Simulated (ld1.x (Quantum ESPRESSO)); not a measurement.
Varying the TM potential for cadmium

Base potential:

| Property | Result |
| --- | --- |
| Element | Cd (Z = 48) |
| Generator | ld1.x (Quantum ESPRESSO) 7.5 |
| Type | norm-conserving Troullier–Martins (Kleinman–Bylander form) |
| Functional | PBE |
| Relativity | non-relativistic |
| Frozen core | [Ar] 3d10 |
| Valence charge | 20 |
| Reference configuration | 4s2 4p6 4d9 5s0 5p0 (charge +3) |
| Partial waves | 4s (bound): rc 1.15 bohr; 4d (bound): rc 1.15 bohr; 4p (bound): rc 0.90 bohr |
| Local potential | the p channel |
| Core correction | none |

Cutoffs, loose and tight: the cutoffs (Ry, on a coarse ladder) from which the occupation-weighted sum of valence levels, in a spherical-Bessel basis at the reference potential, stays within 10 and 1 mRy of its value at 400 Ry. They do not see the model core or the augmentation charge, which bear on the density cutoff. Test errors are all-electron minus pseudo excitation energies from the reference, over the configurations 4s2 4p6 4d10 5s2 5p0; 4s2 4p6 4d10 5s1 5p0; 4s2 4p6 4d10 5s0 5p0; 4s2 4p6 4d8 5s0 5p0; 4s2 4p6 4d10 5s1.5 5p0; 4s2 4p6 4d9 5s2 5p0; 4s2 4p5 4d10 5s2 5p0. A dash means not determined; rows that change the core or the reference have their own tests.

A true bound ghost makes a file unfit for plane-wave use even where its test errors are small: the radial tests pick states by their node count and pass the ghost by.

Cutoffs are not given where the Bessel-basis levels miss the radial ones by over 6 mRy, ghosts where they miss by over 20 mRy; a channel whose overlap is not positive is not tested.

| change | outcome | cutoff, loose | cutoff, tight | bound ghosts | largest test error (meV) |
| --- | --- | --- | --- | --- | --- |
| base | generated | 180 Ry | 260 Ry | none | +542 |
| all radii scaled by about 0.76 (s 0.88, p 0.68, d 0.88 bohr) | generated | – | – | s | +1038 |
| all radii scaled by about 0.83 (s 0.96, p 0.74, d 0.96 bohr) | generated | over 300 Ry | over 300 Ry | none | +488 |
| all radii scaled by about 0.92 (s 1.06, p 0.82, d 1.06 bohr) | generated | 260 Ry | over 300 Ry | none | +439 |
| all radii scaled by about 1.04 (s 1.20, p 0.94, d 1.20 bohr) | generated | 180 Ry | 230 Ry | none | +710 |
| all radii scaled by about 1.13 (s 1.30, p 1.02, d 1.30 bohr) | generated | 160 Ry | 200 Ry | none | +1118 |
| all radii scaled by about 1.28 (s 1.46, p 1.16, d 1.46 bohr) | generated | 140 Ry | 160 Ry | none | +2418 |
| all radii scaled by about 1.39 (s 1.60, p 1.26, d 1.60 bohr) | generated | 90 Ry | 160 Ry | none | +4012 |

(1) What comes out with this change to the base: all radii scaled by about 1.22 (s 1.40, p 1.10, d 1.40 bohr)?

Answers

(1) outcome: generated; cutoff, loose: 140 Ry; cutoff, tight: 180 Ry; bound ghosts: none; largest test error (meV): +1790.

Reading the sweep of the scale of all radii (base = 1) (base included, trends over the rows without a ghost): The loose cutoff falls from 260 Ry at 0.92 to 90 Ry at 1.39. A larger radius leaves more room for a smooth pseudo-wave, so fewer plane waves are needed; a smaller one forces it to follow the all-electron wave where it bends sharply. The median size of the test errors (rows with all tests solved) rises from 242.9 meV at 0.83 to 2001.7 meV at 1.39, with one reversal. More of the atom is replaced by a form fitted at one configuration, so other configurations suffer as the radius grows. Bound ghosts are found at 0.76.
